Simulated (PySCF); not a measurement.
Species: methyl selenocyanate, C2H3NSe.
Cartesian coordinates in Å at the PBE0-D3(BJ)/def2-SVP level; atoms count from 1:
```xyz
7
C2H3NSe angstrom
C     -1.023   -0.008    0.084
Se     0.452   -1.268    0.279
C      1.801   -0.032    0.191
N      2.684    0.722    0.139
H     -0.965    0.492   -0.890
H     -1.936   -0.616    0.140
H     -1.006    0.719    0.904
```

Method: PBE0-D3(BJ)/def2-SVP geometry optimisation, gas phase in PySCF.

Masses are those of the commonest isotopes; rigid-rotor values at the optimised geometry. 

Question: What are A, B and C (MHz)?

Answer: Ia = 49.11, Ib = 145.78, Ic = 191.59 u·Å²; 505379 MHz·u·Å²/I gives A = 10291, B = 3467, C = 2638 MHz.

Question: Classify the top.

Answer: An asymmetric top; Ray's κ = -0.783.

Question: What does the inertial defect say?

Answer: Not planar: Δ = Ic − Ia − Ib = -3.30 u·Å². For a rigid frame Δ = −2 Σ m c², so Σ m c² = 1.65 u·Å² lies off the ab plane, practically all of it from hydrogen. The atom farthest from that plane is 0.91 Å away.

Question: Give the other two planar moments, Paa and Pbb, and the rms extents of the mass along the axes.

Answer: Paa = Σ m a² = (Ib + Ic − Ia)/2 = 144.13 and Pbb = Σ m b² = (Ia + Ic − Ib)/2 = 47.46 u·Å². With the mass M = 120.94 u, the rms extents √(P/M) along a, b and c are 1.09, 0.63, 0.12 Å.

Question: Where do the levels up to J = 3 lie, in cm⁻¹?

Answer: Above 0(0,0):
J = 1: 1(0,1) 0.2036, 1(1,1) 0.4312, 1(1,0) 0.4589
J = 2: 2(0,2) 0.6085, 2(1,2) 0.8108, 2(1,1) 0.8938, 2(2,1) 1.5767, 2(2,0) 1.5790
J = 3: 3(0,3) 1.2100, 3(1,3) 1.3788, 3(1,2) 1.5446, 3(2,2) 2.1875, 3(2,1) 2.1993, 3(3,1) 3.3962, 3(3,0) 3.3964
Those of J = 1 are B + C, A + C and A + B.

Question: Which lines would a microwave search look for?

Answer: The dipole components are |μa| = 4.11 D, |μb| = 0.81 D, |μc| = 0.00 D; the mirror of this Cs structure is the ab plane, so μc vanishes by symmetry and there are no c-type lines. The squared components, which scale the intensities, stand as 1.00 : 0.04 (a : b). Some lines, for components of 0.1 D or more:

```json
{"type": "a", "branch": "Q", "J(Ka,Kc)": "1(1,0) ← 1(1,1)", "MHz": "829", "lower level (cm⁻¹)": "0.431"}
{"type": "a", "branch": "Q", "J(Ka,Kc)": "2(1,1) ← 2(1,2)", "MHz": "2487", "lower level (cm⁻¹)": "0.811"}
{"type": "a", "branch": "Q", "J(Ka,Kc)": "3(1,2) ← 3(1,3)", "MHz": "4970", "lower level (cm⁻¹)": "1.379"}
{"type": "b", "branch": "R", "J(Ka,Kc)": "2(0,2) ← 1(1,1)", "MHz": "5314", "lower level (cm⁻¹)": "0.431"}
{"type": "a", "branch": "R", "J(Ka,Kc)": "1(0,1) ← 0(0,0)", "MHz": "6104", "lower level (cm⁻¹)": "0.000"}
{"type": "b", "branch": "Q", "J(Ka,Kc)": "1(1,0) ← 1(0,1)", "MHz": "7653", "lower level (cm⁻¹)": "0.204"}
{"type": "a", "branch": "R", "J(Ka,Kc)": "2(1,2) ← 1(1,1)", "MHz": "11380", "lower level (cm⁻¹)": "0.431"}
{"type": "b", "branch": "R", "J(Ka,Kc)": "1(1,1) ← 0(0,0)", "MHz": "12929", "lower level (cm⁻¹)": "0.000"}
{"type": "a", "branch": "R", "J(Ka,Kc)": "2(1,1) ← 1(1,0)", "MHz": "13038", "lower level (cm⁻¹)": "0.459"}
{"type": "a", "branch": "R", "J(Ka,Kc)": "3(0,3) ← 2(0,2)", "MHz": "18033", "lower level (cm⁻¹)": "0.608"}
{"type": "b", "branch": "R", "J(Ka,Kc)": "2(1,2) ← 1(0,1)", "MHz": "18204", "lower level (cm⁻¹)": "0.204"}
{"type": "a", "branch": "R", "J(Ka,Kc)": "3(1,2) ← 2(1,1)", "MHz": "19510", "lower level (cm⁻¹)": "0.894"}
{"type": "b", "branch": "Q", "J(Ka,Kc)": "3(2,1) ← 3(1,2)", "MHz": "19627", "lower level (cm⁻¹)": "1.545"}
{"type": "b", "branch": "Q", "J(Ka,Kc)": "2(2,0) ← 2(1,1)", "MHz": "20543", "lower level (cm⁻¹)": "0.894"}
{"type": "b", "branch": "R", "J(Ka,Kc)": "3(1,3) ← 2(0,2)", "MHz": "23094", "lower level (cm⁻¹)": "0.608"}
{"type": "b", "branch": "Q", "J(Ka,Kc)": "3(2,2) ← 3(1,3)", "MHz": "24245", "lower level (cm⁻¹)": "1.379"}
{"type": "b", "branch": "R", "J(Ka,Kc)": "2(2,1) ← 1(1,0)", "MHz": "33510", "lower level (cm⁻¹)": "0.459"}
{"type": "b", "branch": "Q", "J(Ka,Kc)": "3(3,0) ← 3(2,1)", "MHz": "35887", "lower level (cm⁻¹)": "2.199"}
{"type": "b", "branch": "R", "J(Ka,Kc)": "3(2,1) ← 2(1,2)", "MHz": "41624", "lower level (cm⁻¹)": "0.811"}
{"type": "b", "branch": "R", "J(Ka,Kc)": "3(3,1) ← 2(2,0)", "MHz": "54478", "lower level (cm⁻¹)": "1.579"}
{"type": "b", "branch": "R", "J(Ka,Kc)": "3(3,0) ← 2(2,1)", "MHz": "54553", "lower level (cm⁻¹)": "1.577"}
```

Question: Estimate the classical rotational partition function at 200 K, 298.15 K and 500 K.

Answer: Point group Cs, symmetry number σ = 1; q = (√π/σ)·√((kT/h)³/(ABC)), k/h = 20836.6 MHz/K: 49200 at 200 K, 89500 at 298.15 K, 194000 at 500 K.

Whether it is a minimum is left open (no frequencies). No vibrational averaging or centrifugal distortion is included, and the geometry carries the error of its method. A rigid rotor knows nothing of internal rotation, which can split or shift real lines. Quadrupole hyperfine structure (14N) is left out.
